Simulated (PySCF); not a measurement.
# C₆ coefficients of unlike pairs at BP86

Calculated with PySCF 2.14 from the dipole response of each species, C₆(A,B) = (3/π) ∫ α_A(iu) α_B(iu) du, in atomic units, from isotropic polarisabilities. For ions this is the dispersion term alone; charge-induced terms of lower order in 1/R come first.

```json
{"species": "W⁺", "configuration": "[Xe] 4f14 5d4 6s1 (6D)", "basis": "aug-cc-pVTZ-PP with ECP60MDF (6s6p5d3f2g)", "relativity": "core potential", "α (bohr³)": "34.99", "C₆ (like pair)": "299.6"}
{"species": "Ga²⁺", "configuration": "[Ar] 3d10 4s1 (2S)", "basis": "aug-cc-pVTZ-PP with one added diffuse shell each of s, d, f type with ECP10MDF (7s5p5d3f)", "relativity": "core potential", "α (bohr³)": "9.302", "C₆ (like pair)": "25.97"}
{"species": "Ru⁺", "configuration": "[Kr] 4d7 (4F)", "basis": "aug-cc-pVDZ-PP with ECP28MDF (5s5p4d2f)", "relativity": "core potential", "α (bohr³)": "15.33", "C₆ (like pair)": "94.57"}
{"species": "O⁺", "configuration": "[He] 2s2 2p3 (4S)", "basis": "aug-cc-pVTZ with one added diffuse shell each of s, p, d, f type (6s5p4d3f)", "relativity": "none", "α (bohr³)": "2.692", "C₆ (like pair)": "5.346"}
```

Question: Estimate C₆ for O⁺ with W⁺.

Answer: The integral gives 36.39. The combination rule 2 C_A C_B / (C_A α_B/α_A + C_B α_A/α_B) gives 34.62 and the geometric mean 40.02.

No spin-orbit coupling is included.

The other pairs:

```tsv
pair	C₆
Ga²⁺, W⁺	88.00
Ru⁺, W⁺	163.5
O⁺, Ru⁺	22.09
O⁺, Ga²⁺	10.90
Ru⁺, Ga²⁺	48.50
```
